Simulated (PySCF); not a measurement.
CH8SSi2.
SMILES: `C[SiH2]S[SiH3]`

Torsions of this conformer, `[CH3:1][SiH2:2][S:3][SiH3:4]`: C1–Si2–S3–Si4 180°.

The closed-shell ground state was solved at several levels (PySCF, density fitting, gas phase, non-relativistic). Geometry: PBE0-D3(BJ)/def2-SVP, one conformer, isolated molecule.

```csv
level,basis functions,HOMO (eV),LUMO (eV),gap (eV),dipole (D)
OPBE/pcSseg-2,277,-6.21,-0.68,5.53,1.15
KT3/pcSseg-2,277,-6.28,-0.87,5.41,1.09
BHandHLYP/pcSseg-2,277,-8.41,0.70,9.11,1.17
"PBE0/6-311+G(2d,p)",180,-7.32,-0.21,7.11,1.12
CAM-B3LYP/pcSseg-2,277,-8.65,0.84,9.49,1.16
B97-D/pcSseg-2,277,-6.16,-0.71,5.45,1.12
LDA/pcSseg-2,277,-6.26,-1.11,5.15,1.14
wB97X-D/pcSseg-2,277,-9.20,1.67,10.87,1.18
mPW1PW91/pcSseg-2,277,-7.40,-0.02,7.38,1.15
PBE0/STO-3G,40,-3.35,5.84,9.19,0.94
BLYP/pcSseg-2,277,-6.03,-0.72,5.31,1.09
PBE0/6-31G,64,-7.17,-0.04,7.13,1.89
```

(1) What might PBE0/cc-pVDZ (108 basis functions) give for the same quantities?

(2) Over all these levels, which gives the widest orbital gap and which the narrowest?

(3) How much does the basis alone move the frontier levels among the 4 PBE0 rows (the withheld one included)?

(4) In the pcSseg-2 basis, how does the gap go with the fixed share of exact exchange?

(5) How far do the dipole and the HOMO energy spread over the levels?

## Answers

(1) HOMO -7.22 eV, LUMO 0.32 eV, gap 7.54 eV, dipole 1.19 D.

(2) wB97X-D/pcSseg-2 (range-separated hybrid) has the widest, 10.87 eV, and LDA/pcSseg-2 (LDA) the narrowest, 5.15 eV. The two share the basis. From the narrowest to the widest the HOMO moves by -2.94 eV and the LUMO by +2.78 eV.

(3) The HOMO by 3.97 eV and the LUMO by 6.05 eV. By rising basis size (HOMO, LUMO in eV): STO-3G -3.35, 5.84; 6-31G -7.17, -0.04; cc-pVDZ -7.22, 0.32; 6-311+G(2d,p) -7.32, -0.21.

(4) LDA (0 %) 5.15 eV; BLYP (0 %) 5.31 eV; KT3 (0 %) 5.41 eV; B97-D (0 %) 5.45 eV; OPBE (0 %) 5.53 eV; mPW1PW91 (25 %) 7.38 eV; BHandHLYP (50 %) 9.11 eV. Each rise in the share widens the gap here.

(5) The dipole runs from 0.94 to 1.89 D (mean 1.19 D) and the HOMO from -9.20 to -3.35 eV.
